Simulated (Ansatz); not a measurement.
Stepwise reaction of `F[Si](F)(Cl)Cl` with ammonia, as a gas-phase model of exchange steps in deposition or etching. ΔE in kJ/mol; ΔG adds harmonic PBE0-D4 terms to CCSD(T)/CBS, at 1 bar.

Calculated with Ansatz (gas phase, PBE0-D4/def2-TZVP geometries, no zero-point term in ΔE). CBS: MP2 limit from def2 TZ/QZ plus the TZ coupled-cluster correction, frozen cores. This one scheme is used for every species. Functionals use def2-TZVPP. B3LYP here is the variant with VWN-RPA as its local correlation; programs differ in this. Each species was taken in one conformer, which may not be the lowest.

```json
{"step": "1", "reaction": "`F[Si](F)(Cl)Cl` + NH₃ → `N[Si](F)(Cl)Cl` + H–F", "PBE-D4": "67.9", "B3LYP-D4": "71.5", "ωB97M-V": "71.5", "CCSD(T)/CBS": "70.0", "ΔG(600 K)": "60.0"}
```

Q: Give the row of step 2, `N[Si](F)(Cl)Cl` + NH₃ → `N[Si](N)(Cl)Cl` + H–F. (Estimate.)

A: Ansatz gave: 
| step | reaction | PBE-D4 | B3LYP-D4 | ωB97M-V | CCSD(T)/CBS | ΔG(600 K) |
| --- | --- | --- | --- | --- | --- | --- |
| 2 | `N[Si](F)(Cl)Cl` + NH₃ → `N[Si](N)(Cl)Cl` + H–F | 68.4 | 73.8 | 74.2 | 70.3 | 79.4 |

Q: By hand: ΔE of the 2 steps together at CCSD(T)/CBS.

A: (70.0) + (70.3) = 140.3 kJ/mol, or 70.2 kJ/mol a step.

In ΔE the steps differ by no more than 0.3 kJ/mol. All are uphill at CCSD(T)/CBS. ΔG lies between 60.0 and 79.4 kJ/mol a step. PBE-D4 differs from CCSD(T)/CBS by -2.1 to -1.9 kJ/mol a step. Isolated molecules leave out the surface, adducts and barriers. Largest T1 diagnostic: 0.010.
